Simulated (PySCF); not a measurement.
Si(F)(vinyl)(OH)2 (C2H5FO2Si), SMILES C=C[Si](O)(O)F. Coordinates come from a PBE-D3(BJ)/def2-SVP optimisation. The values are those of a single conformer.

Problem. Give the equilibrium geometry at PBE-D3(BJ)/def2-SVP (PySCF confirms it by a frequency run) as bond lengths and angles. (Estimate from the structure and the level; the computed values follow.)

Solution. This is not unique; one that fits is 
Atoms: C1 C2 Si3 O4 O5 F6 H7 H8 H9 H10 H11. Bonds (Å): C1–C2 1.348, C1–H7 1.104, C1–H8 1.104, C2–Si3 1.851, C2–H9 1.105, Si3–O4 1.670, Si3–O5 1.657, Si3–F6 1.643, O4–H10 0.973, O5–H11 0.973. Bond angles (°): C2–C1–H7 121.0, C2–C1–H8 122.4, H7–C1–H8 116.6, C1–C2–Si3 121.0, C1–C2–H9 119.1, Si3–C2–H9 119.8, C2–Si3–O4 112.8, C2–Si3–O5 108.9, C2–Si3–F6 109.2, O4–Si3–O5 109.2, O4–Si3–F6 106.7, O5–Si3–F6 110.0, Si3–O4–H10 114.7, Si3–O5–H11 115.1.
